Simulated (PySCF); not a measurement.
# How methods differ on the ionisation energy of Br²⁺

Br²⁺ [Ar] 3d10 4s2 4p3 [4p1/2^2 4p3/2^1, M_J = 3/2] → Br³⁺ [Ar] 3d10 4s2 4p2 [4p1/2^2, M_J = 0], as a difference of total energies. All numbers are calculated (PySCF 2.14, the two-component X2C-1e Hamiltonian, in x2c-TZVPPall-2c). Correlated levels: [Ne] frozen. "Screened" scales the spin-orbit matrix elements by Boettger's factors to mimic the two-electron term; Breit and QED terms are absent.

```
                    method  ionisation energy (eV)
           GHF (spin-free)                  34.741
          GMP2 (spin-free)                  35.288
 GHF (screened spin-orbit)                  34.471
GMP2 (screened spin-orbit)                  35.020
```

**Question.** How much does correlation contribute at GMP2 (screened spin-orbit)?

**Answer.** 35.020 − (34.471) = 0.549 eV, measured against GHF (screened spin-orbit).

The spin-free rows relax to the high-spin LS determinant and lack the spin-orbit shift.

Errors of the correlated levels include the incompleteness of this basis and the frozen core.

The labels give the starting determinants; with spin-orbit coupling the two ends relaxed to ⟨J²⟩ = 3.75, ⟨L²⟩ = 0.02, ⟨S²⟩ = 3.72 and ⟨J²⟩ = 1.43, ⟨L²⟩ = 1.99, ⟨S²⟩ = 1.96.

The determinant of Br³⁺ mixes levels of different J (the jj label is only the starting occupation), so the difference between spin-free and spin-orbit rows is not the physical spin-orbit shift.

For comparison: 34.871 ± 0.019 eV (measured; NIST Atomic Spectra Database, ionization energies).
